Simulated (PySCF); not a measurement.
Job file and geometry (Å, from GFN2-xTB) of an NMR shielding run on `CC(C)[BH2-][n+]1ccccc1`, C8H14BN, GIAO PBE0/pcSseg-1 NMR shielding, non-relativistic, gas phase (PySCF); density fitting, a coarse starting grid and PySCF grid level 2 are the driver's defaults:

```
$ OMP_NUM_THREADS=1 python probes_run.py task.json out

{"job": {"kind": "nmr", "xc": "PBE0", "basis": "pcSseg-1"}, "charge": 0, "multiplicity": 1}
C     -2.091958     0.850187     0.429058
C     -1.782440    -0.266091    -0.564572
C     -1.595752    -1.581283     0.187366
B     -0.525323     0.094817    -1.593434
N      0.719485     0.216487    -0.689604
C      1.446940    -0.860642    -0.390202
C      2.476924    -0.831543     0.527967
C      2.774130     0.360381     1.173164
C      2.019757     1.480270     0.852970
C      1.010781     1.367767    -0.082188
H     -1.273472     0.985692     1.138173
H     -2.255685     1.791205    -0.091216
H     -2.990018     0.621479     1.005018
H     -2.654688    -0.378724    -1.215801
H     -1.427364    -2.400778    -0.507683
H     -0.746361    -1.529126     0.871069
H     -2.479613    -1.818333     0.781673
H     -0.347910    -0.798713    -2.362533
H     -0.711611     1.145521    -2.124988
H      1.186810    -1.765100    -0.917073
H      3.037941    -1.729361     0.733686
H      3.573527     0.416921     1.895114
H      2.212747     2.431888     1.322362
H      0.411419     2.216841    -0.370771
```

Question: What does the program print?

Answer: 
```
coarse grid: 19520 points
cycle   1  E = -392.2065950751  dE =  1.487e+00  |g| = 5.369e-01  |ddm| = 4.363e+00
cycle   2  E = -392.1429103266  dE =  6.368e-02  |g| = 7.177e-01  |ddm| = 1.486e+00
cycle   3  E = -392.2917525203  dE = -1.488e-01  |g| = 1.275e-01  |ddm| = 9.387e-01
cycle   4  E = -392.2956559114  dE = -3.903e-03  |g| = 3.407e-02  |ddm| = 1.394e-01
cycle   5  E = -392.2958285746  dE = -1.727e-04  |g| = 2.113e-02  |ddm| = 4.279e-02
cycle   6  E = -392.2959429926  dE = -1.144e-04  |g| = 5.246e-03  |ddm| = 2.371e-02
cycle   7  E = -392.2959495177  dE = -6.525e-06  |g| = 1.053e-03  |ddm| = 5.391e-03
final grid: 187072 points
cycle   8  E = -392.3531756107  dE = -8.458e-05  |g| = 1.052e-02  |ddm| = 6.088e-02
cycle   9  E = -392.3531627354  dE =  1.288e-05  |g| = 1.300e-02  |ddm| = 2.219e-02
cycle  10  E = -392.3532034197  dE = -4.068e-05  |g| = 2.310e-03  |ddm| = 1.238e-02
cycle  11  E = -392.3532046085  dE = -1.189e-06  |g| = 5.886e-04  |ddm| = 2.268e-03
cycle  12  E = -392.3532046877  dE = -7.917e-08  |g| = 1.710e-04  |ddm| = 6.265e-04
cycle  13  E = -392.3532046949  dE = -7.196e-09  |g| = 5.198e-05  |ddm| = 2.168e-04
cycle  14  E = -392.3532046956  dE = -6.874e-10  |g| = 1.223e-05  |ddm| = 6.250e-05
converged SCF energy = -392.3532046956

GIAO shielding tensors (ppm)
atom      isotropic    diamagn.    paramagn.     s11        s22        s33       span
  0 C      163.979     249.709     -85.729    144.758    161.050    186.130     41.372
  1 C      162.526     248.503     -85.977    153.872    164.561    169.146     15.274
  2 C      164.282     249.814     -85.532    146.584    160.395    185.868     39.283
  3 B      110.346     189.708     -79.362    101.760    105.001    124.277     22.517
  4 N      -13.562     331.923    -345.485   -160.205   -141.558    261.078    421.283
  5 C       34.790     251.001    -216.211    -66.834     25.846    145.360    212.194
  6 C       56.863     257.015    -200.152    -54.365     46.976    177.976    232.341
  7 C       42.961     253.915    -210.954    -73.796     17.215    185.464    259.260
  8 C       56.936     257.016    -200.080    -54.097     46.894    178.010    232.108
  9 C       35.012     251.141    -216.129    -66.686     25.604    146.118    212.805
 10 H       32.088      33.854      -1.767     27.022     33.960     35.281      8.258
 11 H       30.702      31.799      -1.097     26.457     27.841     37.808     11.351
 12 H       30.833      30.818       0.015     26.016     28.317     38.166     12.150
 13 H       30.537      32.594      -2.057     26.118     28.392     37.102     10.984
 14 H       30.748      31.901      -1.152     26.442     27.910     37.893     11.450
 15 H       32.285      33.966      -1.681     27.149     34.180     35.528      8.379
 16 H       30.877      30.911      -0.033     26.065     28.379     38.188     12.123
 17 H       28.891      32.334      -3.442     25.800     28.778     32.096      6.296
 18 H       28.892      32.308      -3.416     25.975     28.596     32.104      6.129
 19 H       22.997      32.531      -9.534     18.488     22.306     28.197      9.709
 20 H       24.091      29.931      -5.840     20.908     24.349     27.016      6.107
 21 H       23.689      28.951      -5.263     20.822     23.803     26.441      5.619
 22 H       24.091      29.984      -5.893     20.899     24.342     27.033      6.134
 23 H       23.023      32.578      -9.555     18.551     22.283     28.237      9.686
```

Size and cost of the density-fitted run: 240 basis functions, 2.3 min wall time on 1 thread of an Arm Neoverse N1, shared host; peak memory 1.1 GiB.
